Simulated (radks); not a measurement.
Results of a calculation; reference values are marked as such.
Ionisation of Pt, [Xe] 4f14 5d9 6s1, to Pt+, [Xe] 4f14 5d9, under several functionals. Scalar-relativistic Kohn-Sham, spin-unpolarised, spherical densities, finite nucleus; a radial shooting solver on a logarithmic mesh with Libxc functionals.

functional                                      E(Pt) (hartree)  Exc (hartree)  IE (eV)  -e(HOMO) (eV)  <r> HOMO (bohr)  IE error (eV)
B86b exchange with PBE correlation                  -18411.0105      -355.4569    9.212          5.678            2.929         +0.253
SOGGA                                               -18403.9258      -348.3758    9.093          5.574            2.919         +0.134
SCAN                                                -18412.4546      -355.5742    9.286          5.940            2.858         +0.327
MS2 meta-GGA                                        -18409.1604      -352.9497    9.085          5.609            2.925         +0.127
PW91                                                -18411.4443      -355.8933    9.266          5.724            2.931         +0.307
revPBE                                              -18410.0589      -354.5132    9.066          5.551            2.939         +0.107
BLYP                                                -18410.6778      -355.0953    9.235          5.653            2.945         +0.276
exchange-only LDA                                   -18391.2818      -335.6544    8.475          4.946            2.965         -0.484
r2SCAN                                              -18411.7514      -354.7493    8.990          5.618            2.910         +0.031
exchange-only B88                                   -18406.4462      -350.8205    8.499          4.979            2.985         -0.460
LDA (Slater exchange, Perdew-Wang correlation)      -18399.4165      -343.8858    9.531          5.957            2.905         +0.572

NIST Atomic Spectra Database: 8.959 eV (measured). Closest: r2SCAN. The Delta-SCF values span 1.06 eV, the total energies 21.17 hartree. The highest occupied level is 6s. Spin polarisation and multiplet splitting are left out, so open shells lie too high by an amount that depends on their filling. Spin-orbit splitting is averaged out at the scalar-relativistic level.

Beside tabulated values, note that spin-unpolarised runs miss the spin-polarisation part of the exchange energy of open shells.
